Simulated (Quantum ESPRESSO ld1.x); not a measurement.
Question: All-electron atom: Cl9+ in [He] 2s2 2p4. Calculated with ld1.x of Quantum ESPRESSO 7.5: non-relativistic Kohn-Sham, PBE, spin-unpolarised, spherical densities, point nucleus. Some entries of the table are withheld. Estimate them.

orbital,occ.,eigenvalue (hartree),<1/r> (bohr^-1),<r^2> (bohr^2)
1s,2,-111.181,(1),0.01118
2s,2,-17.8810,3.487,0.2092
2p,4,(2),3.419,0.1722

Answer: 
(1) 1s <1/r> (bohr^-1): 16.57
(2) 2p eigenvalue (hartree): -15.9495
